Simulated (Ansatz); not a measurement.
Born–Oppenheimer molecular dynamics of ClF₃H₂SSi (8 atoms, charge 0, multiplicity 1). It starts at the highest image of a converged band, a first-order saddle point between two minima.

Theory: RKS PBE-D4/def2-SVP (Ansatz).

| Quantity | Value |
| --- | --- |
| ensemble | NVE (velocity Verlet) |
| time step | 0.5 fs |
| steps asked | 200 |
| starting velocities drawn for | 100 K |
| seed | 6205 |

First frame:

```xyz
8
Properties=species:S:1:pos:R:3
Si -0.354 0.094 -0.111
Cl -0.073 0.662 2.209
F 0.769 -1.054 0.124
F 0.085 1.612 -0.468
F -0.864 -0.381 -1.594
S -2.502 -0.285 0.723
H -2.266 -1.626 0.823
H -1.632 0.105 1.949
```

**Question.** How far do the bonds stretch over the last three quarters of this one trajectory? (Pairs bonded in most of those frames.)

**Answer.** 
```csv
bond,mean (Å),spread (Å),shortest,longest
Si1–Cl2,2.146,0.102,2.03,2.33
Si1–F3,1.627,0.007,1.61,1.64
Si1–F4,1.626,0.014,1.60,1.65
Si1–F5,1.651,0.020,1.61,1.68
Si1–S6,2.599,0.198,2.33,3.02
S6–H7,1.364,0.007,1.35,1.38
S6–H8,1.379,0.032,1.33,1.45
```

Pairs bonded in part of these frames only: Si1–S6 70 %.

Mean temperature of the second half: 519 K. The conserved energy stayed within 0.016 meV per atom of its start (net change 0.0061 meV per atom), so the integration is sound. The kinetic energy rose, since the run started high on the potential surface and went downhill. It ends in pieces (ClF3Si + H2S), so much of that is their flight and rotation, not heat. A run of 0.1 ps of so small a system gives no equilibrium averages. The orbitals stay closed-shell, which can raise the energy where a bond breaks towards radicals; this wasn't checked here.

Time of the run: 6.1 min on 2 threads of Arm Neoverse V1, on a shared host, peak memory 0.14 GiB.
